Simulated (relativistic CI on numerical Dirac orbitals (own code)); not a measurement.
Ligand-field terms of d2

Computed with a parametric ligand-field model of a d^n configuration (Racah B and C, spin-orbit zeta, crystal field), exact diagonalisation.

Field parameters in Wybourne normalisation: Oh B⁴₀ = 21Dq, B⁴₄ = √(5/14) B⁴₀. The field is a parameter set, without covalency, and values of 10Dq over about 45,000 cm⁻¹ lie beyond real compounds.

B = 1020 cm⁻¹, C = 4220 cm⁻¹ (C/B = 4.14), Oh, no spin-orbit coupling. Tanabe-Sugano data, E/B above the lowest term (Δ = |10Dq|; b, c mark the second and third term of a kind):

```csv
Δ/B,3T1,3T2,3A2,1T2,1E,1A1
1.0,0.00,0.81,1.81,13.62,14.08,21.25
5.0,0.00,4.22,9.22,14.49,15.32,24.68
9.0,0.00,7.82,16.82,14.80,15.41,27.27
13.0,0.00,11.53,24.53,14.88,15.33,29.13
17.0,0.00,15.32,32.32,14.87,15.23,30.44
21.0,0.00,19.16,40.16,14.85,15.14,31.37
25.0,0.00,23.03,48.03,14.81,15.06,32.06
29.0,0.00,26.92,55.92,14.78,14.99,32.57
33.0,0.00,30.84,63.84,14.74,14.93,32.96
37.0,0.00,34.77,71.77,14.71,14.88,33.27
41.0,0.00,38.71,79.71,14.69,14.84,33.53
45.0,0.00,42.66,87.66,14.66,14.80,33.73
```

The ground term stays 3T1.
